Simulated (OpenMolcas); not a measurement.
**Co III: effect of the IPEA shift**

```json
{"Program": "OpenMolcas", "Basis": "ANO-RCC-VTZP [6s5p3d2f1g]", "Scalar Hamiltonian": "DKH2, point nucleus", "Active space": "7 electrons in 5 orbitals (3d)", "State averaging": "2S+1 = 4 even, 10 roots; 2S+1 = 2 even, 40 roots kept (CI in the orbitals of an earlier block)", "Spin-orbit coupling": "state interaction with AMFI integrals over the reference wave functions, term energies averaged over their components"}
```

Methods on the same reference wave functions:
A. CASSCF
B. MS-CASPT2, IPEA 0 Eh, imaginary shift 0.1 Eh (closed shells correlated: 3s 3p)
C. MS-CASPT2, IPEA 0.25 Eh, imaginary shift 0.1 Eh (closed shells correlated: 3s 3p)

Energies in cm⁻¹ above 3d⁷ ⁴F_9/2, the measured ground level; measured values from Sugar and Corliss, J. Phys. Chem. Ref. Data 10, 1097 (1981).

```csv
Level,A,B,C,Measured
3d⁷ ⁴F_9/2,0.0,0.0,0.0,0.0
3d⁷ ⁴F_7/2,853,857,856,841
3d⁷ ⁴F_5/2,1482,1483,1482,1451
3d⁷ ⁴F_3/2,1915,1910,1910,1867
3d⁷ ²G_9/2,19013,16310,16880,16978
3d⁷ ⁴P_5/2,19076,15190,15530,15202
3d⁷ ⁴P_3/2,19369,15410,15760,15428
3d⁷ ⁴P_1/2,19765,15860,16200,15811
3d⁷ ²G_7/2,19830,17110,17690,17766
3d⁷ ²P_3/2,25179,19750,20240,20195
3d⁷ ²H_11/2,25316,22750,23190,22720
3d⁷ ²P_1/2,26034,20490,20970,
3d⁷ ²H_9/2,26037,23470,23910,23434
3d⁷ ²D_5/2(1),27421,22610,23240,23059
3d⁷ ²D_3/2(1),28690,23810,24450,24237
3d⁷ ²F_5/2,43903,36630,37320,37021
3d⁷ ²F_7/2,44260,36990,37680,37316
3d⁷ ²D_3/2(2),68557,58290,58630,
3d⁷ ²D_5/2(2),68969,58700,59060,
```

Deviations, from unrounded energies. A percentage is the sum of absolute deviations over the sum of measured energies, with the sign that they share, or ± where signs differ.

```json
{"Against measurement": "mean absolute deviation (cm-1)", "Levels": "15", "A": "3300", "B": "240", "C": "220"}
{"Against measurement": "fine structure of the ground term (%)", "Levels": "3", "A": "+2.2", "B": "+2.2", "C": "+2.1"}
{"Against measurement": "other terms of the ground configuration (%)", "Levels": "12", "A": "+18.1", "B": "±1.3", "C": "±1.2"}
```

B, C lie about equally close to measurement and A furthest from it. The largest miss of C in the table is 3d⁷ ²H_9/2, by +470 cm-1. The ranking rests on the paired levels alone, and a cruder setting can come out closer through cancelling errors.

Between B and C the level of the table that moves most is 3d⁷ ²F_5/2, by 690 cm-1 (lowest in B, highest in C). Moves below CASPT2's spread within the term are not significant.

The mean deviations of B to C differ by less than CASPT2's widest spread within a term (1200 cm-1), so their order carries little weight.

From A to B the spin-free energies of the other terms of 3d⁷ shown, above ⁴F, scale by factors of 0.77 to 0.90, as is usual when dynamic correlation screens the repulsion within a d or f shell.

The lowest spin-free term lies below A's lowest term by 0.504 hartree in B, 0.495 hartree in C.

CASPT2 breaks the degeneracy within a term, and the mean is taken; among the terms shown or strongly mixed into the levels shown the widest spread is 1200 cm-1 (3d⁷ ⁴F, B). Terms from blocks run as CI alone lack orbitals of their own. The CASPT2 spread within a term exceeds the gap to the next term for 3d⁷ ²D(1) and 3d⁷ ²H, so the order of their levels is uncertain (figures for B; the like holds for C). Without dynamic correlation excited terms often stand tens of per cent too high (terms of higher spin than the ground term too low), and those without a measured partner can miss by more than the paired ones (holds for A). Measured partners are found by configuration, term and J. A level has none where our copy of the source lacks it or the pairing is in doubt (some pairs that miss far off the trend of their configuration count as doubtful), and it then counts in no deviation. Levels of configurations outside the active space are missing.

A number in round brackets counts repeated terms of one configuration in the order of the reference energies.
